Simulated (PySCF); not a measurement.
# How methods differ on the ionisation energy of F³⁺

F³⁺ [He] 2s2 2p2 [2p1/2^2, M_J = 0] → F⁴⁺ [He] 2s2 2p1 [2p1/2^1, M_J = 1/2], as a difference of total energies. All numbers are calculated (PySCF 2.14, the two-component X2C-1e Hamiltonian, in x2c-SVPall-2c). Correlated levels: 1s2 frozen. "Screened" scales the spin-orbit matrix elements by Boettger's factors to mimic the two-electron term; Breit and QED terms are absent.

```tsv
method	ionisation energy (eV)
GHF (spin-free)	87.125
GMP2 (spin-free)	87.242
GHF (screened spin-orbit)	87.100
GMP2 (screened spin-orbit)	87.217
```

Problem. How much does correlation contribute at GMP2 (screened spin-orbit)?

Solution. 87.217 − (87.100) = 0.117 eV, measured against GHF (screened spin-orbit).

Errors of the correlated levels include the incompleteness of this basis and the frozen core.

The labels give the starting determinants; with spin-orbit coupling the two ends relaxed to ⟨J²⟩ = 1.98, ⟨L²⟩ = 2.00, ⟨S²⟩ = 2.00 and ⟨J²⟩ = 0.92, ⟨L²⟩ = 2.01, ⟨S²⟩ = 0.75.

The determinant of F³⁺ mixes levels of different J (the jj label is only the starting occupation), so the difference between spin-free and spin-orbit rows is not the physical spin-orbit shift.

For comparison: 87.175 ± 0.017 eV (semi-empirical (NIST evaluation); NIST Atomic Spectra Database, ionization energies).
